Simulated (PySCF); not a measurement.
CH3AlBrF, SMILES [CH3][Al]([F])[Br]. Heavy atoms are numbered as in [Al:1]([F:2])([Br:3])[CH3:4]. Hydrogens are named by the atom that carries them.

Geometry optimised at B3LYP-D3(BJ)/def2-SVP. The structure was generated by enumeration; whether it is a known compound was not checked.

Calculation: PBE/pcSseg-1 in PySCF.

GIAO shieldings, no solvent; atoms alike by connectivity are averaged. δ = σ(ref) − σ: ¹⁹F against CFCl3 (σ = 133.6 ppm); ¹³C against TMS (σ = 182.0 ppm); ¹H against TMS (σ = 31.49 ppm), references at their B3LYP-D3(BJ)/def2-TZVP geometries, non-relativistic (without spin–orbit terms, shifts of atoms bonded to Cl or Br come out too high).

Task: Estimate the chemical shifts. (An estimate is asked for; the answer gives what the named calculation found.)

Result: 
```json
[
 {"nucleus": "¹⁹F", "atoms": "F2", "count": "1", "δ (ppm)": "-137.6"},
 {"nucleus": "¹³C", "atoms": "C4 (CH3)", "count": "1", "δ (ppm)": "-8.9"},
 {"nucleus": "¹H", "atoms": "H on C4", "count": "3", "δ (ppm)": "0.27"}
]
```
